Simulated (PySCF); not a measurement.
## Stationary points of SeF₂

Computed with PySCF, PBE0, basis Se def2-TZVP, F def2-TZVP (no relativity, density fitting).

Relaxations began from a few typed shapes. The search is not exhaustive: other isomers or separated fragments can lie lower, and high-lying points may rest on an excited occupation.

```
   spin  group              bonds         angles  imaginary modes (cm⁻¹)  ΔE (kJ/mol)  ΔE with ZPE (kJ/mol)
singlet    C2v  Se–F 1.730 Å (×2)   F–Se–F 96.5°                    none          0.0                   0.0
singlet    D∞h  Se–F 1.812 Å (×2)  F–Se–F 180.0°                    284i        210.1                     –
```

The lowest minimum found is the singlet C2v: Se–F 1.730 Å (×2); F–Se–F 96.5°.

Counting electrons, selenium keeps 4 of its valence electrons outside its bonds, so the VSEPR class is AX2E2 and the expected shape is bent (C2v), as computed. The angle of 96° is close to 90°: the heavy centre bonds with nearly pure p orbitals and keeps its lone pair s-like.

The electron or spin density has lower symmetry than the nuclear frame for the singlet D∞h at 210.1 kJ/mol.
